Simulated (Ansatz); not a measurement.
**Question.** Name a neutral molecule of C, N, O, Sb and H with HOMO energy (B3LYP/def2-TZVPP) between -6.80 and -6.50 eV and zero-point energy (PBE0-D4/def2-TZVP) between 123 and 139 kJ/mol (Ansatz, PBE0-D4/def2-TZVP geometry).

**Answer.** `C=[N][SbH][OH]` (-6.66 eV, 133.2 kJ/mol). Other molecules can fit too; these were computed, each in one conformer that needn't be the lowest.

B3LYP here is the variant with VWN-RPA as its local correlation; programs differ in this.
